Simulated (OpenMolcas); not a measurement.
Multiconfigurational calculation on V3+

V3+ with 4 ligands (chloride) in tetrahedral coordination (Td) at 2.27 Å. A charge of +0.25 e stands 2.4 Å behind each ligand. Ligand basis ANO-RCC-VDZP.

Input:

```
&GATEWAY
Coord
5

V 0.0 0.0 0.0
Cl 1.310585 1.310585 1.310585
Cl 1.310585 -1.310585 -1.310585
Cl -1.310585 1.310585 -1.310585
Cl -1.310585 -1.310585 1.310585
Basis=V.ANO-RCC-VTZP,Cl.ANO-RCC-VDZP
Group=NoSym
NoMove
AngMom=0.0 0.0 0.0
AMFI
RICD
XField
4 Angstrom 0
2.696226 2.696226 2.696226 0.250000
2.696226 -2.696226 -2.696226 0.250000
-2.696226 2.696226 -2.696226 0.250000
-2.696226 -2.696226 2.696226 0.250000
&SEWARD
* reference wave functions (RASSCF and RASSI steps not shown): 2 electrons in 5 orbitals (3d)
>>> COPY JOB001 $Project.JobIph
&CASPT2
Multistate=10 1 2 3 4 5 6 7 8 9 10
NoMult
Frozen=25
IPEA=0.25
Imaginary=0.1
MaxIter=60
WThr=0.0 0.3 0.05
PrWF=0.5
NoMix
>>> COPY JOB002 $Project.JobIph
&CASPT2
Multistate=15 1 2 3 4 5 6 7 8 9 10 11 12 13 14 15
NoMult
Frozen=25
IPEA=0.25
Imaginary=0.1
MaxIter=60
WThr=0.0 0.3 0.05
PrWF=0.5
NoMix
```

Launched by
```bash
OMP_NUM_THREADS=1 MOLCAS_MEM=2457 MOLCAS_PROJECT=a pymolcas a.inp > a.log  # once for each step of the input, in one work folder
```

Output, cut to the results:

```
--- CASPT2 ---
Orbital specifications:
      -----------------------

      Symmetry species                           1
                                                 a
      Frozen orbitals                           25
      Inactive orbitals                         20
      Active orbitals                            5
      Secondary orbitals                        81
      Deleted orbitals                           0
      Number of basis functions                131
Type of calculation                        SS-CASPT2
      Fock operator                              state-specific
      IPEA shift                                 0.25
      Real shift                                 0.00
      Imaginary shift                            0.10
      The input orbitals will be transformed to quasi-canonical
Reference energy:       -2792.3695566217
      E2 (Non-variational):      -1.0295019468
      Shift correction:          -0.0016170202
      E2 (Variational):          -1.0311189669
      Total energy:           -2793.4006755886
      Residual norm:              0.0000004668
      Reference weight:           0.73311
      Contributions to the CASPT2 correlation energy
      Active & Virtual Only:         -0.0056039738
      One Inactive Excited:          -0.1392730363
      Two Inactive Excited:          -0.8846249367
Reference energy:       -2792.3447844395
      E2 (Non-variational):      -1.0332322534
      Shift correction:          -0.0017014796
      E2 (Variational):          -1.0349337330
      Total energy:           -2793.3797181725
      Residual norm:              0.0000002650
      Reference weight:           0.72973
      Contributions to the CASPT2 correlation energy
      Active & Virtual Only:         -0.0063462784
      One Inactive Excited:          -0.1441127689
      Two Inactive Excited:          -0.8827732061
::    CASPT2 Root  1     Total energy:  -2793.40067559
::    CASPT2 Root  2     Total energy:  -2793.37971817
::    CASPT2 Root  3     Total energy:  -2793.37691201
::    CASPT2 Root  4     Total energy:  -2793.37795575
::    CASPT2 Root  5     Total energy:  -2793.35576857
::    CASPT2 Root  6     Total energy:  -2793.35900111
::    CASPT2 Root  7     Total energy:  -2793.35622521
::    CASPT2 Root  8     Total energy:  -2793.32017269
::    CASPT2 Root  9     Total energy:  -2793.32244212
::    CASPT2 Root 10     Total energy:  -2793.32096581
--- CASPT2 ---
Orbital specifications:
      -----------------------

      Symmetry species                           1
                                                 a
      Frozen orbitals                           25
      Inactive orbitals                         20
      Active orbitals                            5
      Secondary orbitals                        81
      Deleted orbitals                           0
      Number of basis functions                131
Type of calculation                        SS-CASPT2
      Fock operator                              state-specific
      IPEA shift                                 0.25
      Real shift                                 0.00
      Imaginary shift                            0.10
      The input orbitals will be transformed to quasi-canonical
Reference energy:       -2792.3066760939
      E2 (Non-variational):      -1.0517320660
      Shift correction:          -0.0016995613
      E2 (Variational):          -1.0534316273
      Total energy:           -2793.3601077212
      Residual norm:              0.0000003092
      Reference weight:           0.72709
      Contributions to the CASPT2 correlation energy
      Active & Virtual Only:         -0.0129298315
      One Inactive Excited:          -0.1433540157
      Two Inactive Excited:          -0.8954482188
Reference energy:       -2792.3066760939
      E2 (Non-variational):      -1.0516954211
      Shift correction:          -0.0017025215
      E2 (Variational):          -1.0533979426
      Total energy:           -2793.3600740366
      Residual norm:              0.0000003443
      Reference weight:           0.72703
      Contributions to the CASPT2 correlation energy
      Active & Virtual Only:         -0.0129298240
      One Inactive Excited:          -0.1433519572
      Two Inactive Excited:          -0.8954136400
::    CASPT2 Root  1     Total energy:  -2793.36010772
::    CASPT2 Root  2     Total energy:  -2793.36007404
::    CASPT2 Root  3     Total energy:  -2793.33984343
::    CASPT2 Root  4     Total energy:  -2793.34047984
::    CASPT2 Root  5     Total energy:  -2793.33843318
::    CASPT2 Root  6     Total energy:  -2793.32958905
::    CASPT2 Root  7     Total energy:  -2793.32085077
::    CASPT2 Root  8     Total energy:  -2793.32154666
::    CASPT2 Root  9     Total energy:  -2793.31995904
::    CASPT2 Root 10     Total energy:  -2793.29828416
::    CASPT2 Root 11     Total energy:  -2793.29862826
::    CASPT2 Root 12     Total energy:  -2793.29475717
::    CASPT2 Root 13     Total energy:  -2793.29475187
::    CASPT2 Root 14     Total energy:  -2793.29518019
::    CASPT2 Root 15     Total energy:  -2793.22357872
```

Spin-orbit levels above the lowest (labels of Td), with the averaged single-state CASPT2 energies on the diagonal:

```
E (cm-1)  Degeneracy  Label  2S+1
       0           3     T2     3
    4880           1     A2     3
    4920           3     T2     3
    4950           2      E     3
    4980           3     T1     3
    8880           2      E     1
    9490           3     T2     3
    9550           2      E     3
    9720           3     T1     3
    9830           1     A1     3
   13420           3     T2     1
   15620           1     A1     1
   17290           1     A1     3
   17370           3     T1     3
   17550           2      E     3
   17560           3     T2     3
   17560           3     T1     1
   22450           2      E     1
   23230           3     T2     1
   38890           1     A1     1
```

Roots that are degenerate in the reference are averaged as groups; the widest CASPT2 spread within a group is 710 cm-1 (the 3-fold group of multiplicity 3 near 9590 cm-1 above the lowest state of its run). Shifts and gaps below about the spread of the groups concerned are not significant. Over all roots computed the reference weight is 0.71 to 0.73; a low but even weight reflects the number of correlated electrons. Ligand-to-metal charge-transfer states are missing. These CASPT2 states fit no ligand-field parameters well, so their order and spin gaps are uncertain. With no ligand orbital active B as a rule stays too high, so bands that hang on it stand too high and its fall with covalency is understated. With one d shell and no ligand orbital active, 10Dq can be off by a tenth or more. No measured value stands beside these numbers; the geometry was imposed, not optimised, and the real ion may take another.

The CASPT2 steps took 120 s on 1 thread of AMD EPYC 9R45 96-Core Processor (Zen 5), on a shared host; the integral step is not counted.
